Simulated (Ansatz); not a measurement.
System: GaH$_{2}$, charge 1, multiplicity 1. 
Coordinates optimised at B3LYP-D3(BJ)/def2-TZVP (Ansatz, a quantum-chemistry and plane-wave program):
```
Ga
H 1 1.5293
H 1 1.5293 2 180.00
```
Charge +1, spin multiplicity 1.

Basis-set convergence of Hartree-Fock and CCSD(T) correlation energies (hartree) with Ansatz. Cores are frozen in the correlated levels unless marked. No spin-orbit coupling. The frozen core is the preceding noble-gas configuration, with the filled d and f shells of earlier blocks. Non-relativistic.

```json
[
 {"basis": "cc-pVDZ", "functions": "37", "E(HF)": "-1924.08638", "E(corr, CCSD(T))": "-0.06630", "rough core time": "under 20 s"},
 {"basis": "cc-pVTZ", "functions": "71", "E(HF)": "-1924.15859", "E(corr, CCSD(T))": "-0.07503", "rough core time": "under 20 s"},
 {"basis": "cc-pVQZ", "functions": "128", "E(HF)": "-1924.16172", "E(corr, CCSD(T))": "-0.07788", "rough core time": "under 20 s"},
 {"basis": "cc-pV5Z", "functions": "214", "E(HF)": "-1924.16217", "E(corr, CCSD(T))": "-0.07857", "rough core time": "30 s"}
]
```

Extrapolating the two largest sets (X = 4 and 5) as X^-3: E(corr) = (125·(-0.07857) - 64·(-0.07788))/61 = -0.0793 Eh, an estimate of the basis-set limit. The largest set recovers 99.1 % of it, the smallest 83.6 %.
